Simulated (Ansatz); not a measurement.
```yaml
crystal:
  periodic: [false, false, false]
  atoms:
    - {symbol: C, position_ang: [-0.693439, -0.154512, 0.642451]}
    - {symbol: Si, position_ang: [0.562828, 0.223051, -0.313673]}
    - {symbol: F, position_ang: [1.917542, -0.824494, -0.186067]}
    - {symbol: Cl, position_ang: [0.327586, -0.353974, -2.365305]}
    - {symbol: I, position_ang: [1.046586, 2.644585, -0.412574]}
    - {symbol: H, position_ang: [-0.807413, -1.629534, 0.760444]}
    - {symbol: H, position_ang: [-0.579559, -0.024910, 1.665135]}
    - {symbol: H, position_ang: [-1.612241, 0.035596, 0.409293]}
basis:
  gaussian: {orbitals: def2-SVPD}
total_charge: 1
magnetization: {spin_polarized: true, initial_magnetization: 1}
hamiltonian: {xc: {name: revPBE}, dispersion: d4}
relax: {f_tol: 0.0001, max_steps: 1}
```

```sh
$ ansatz run in.yaml --threads 4 --pin off --events-out ev --progress --plain --max-ram 10444MiB
```

Output, abridged:

```
Functional definition: revPBE
1431 factors; their error is unknown
mean field evaluation 1: about -32262.3477 eV, gradient 6.6e1 eV
mean field evaluation 2: about -32010.7778 eV, gradient 2.0e2 eV
mean field evaluation 4: about -32278.4429 eV, gradient 2.9e1 eV
mean field evaluation 8: about -32282.9775 eV, gradient 2.5e0 eV
mean field evaluation 16: about -32282.9974 eV, gradient 1.9e-2 eV
mean field evaluation 32: about -32282.9974 eV, gradient 5.7e-6 eV
mean field -32282.99739908 eV, -1186.3782722146 hartree, gradient 5.7e-6 eV, S^2 0.751958; 8 other end points of the search recorded, 0 dependent functions left out
reference -32282.99748222 eV, -1186.3782752699 hartree; 37, 36 occupied and 116, 117 virtual orbitals, 1431 factors
relax step   1: F+E_penalty+E_count = -32283.66110983 eV  Δ(F+E_penalty+E_count) = +0.000e0 eV  max|allowed force component| = 7.526e0 eV/Å  Δτ_max = 0.0000 Å  (191 SCF iters, accepted)
Error: geometry relaxation did not converge after 1 steps: max|allowed force component| = 7.53e0 eV/Å (threshold 1.0e-4). Raise `relax.max_steps` over both its present limit and 1, loosen `relax.f_tol`, or start from a geometry closer to equilibrium. Where this run's directory can be resumed (`checkpoint.write`), a resume goes on for up to `relax.max_steps` more
```

Question: What is wrong with this run?

Answer: The relaxation is allowed too few steps for its threshold. No converged result was reached.
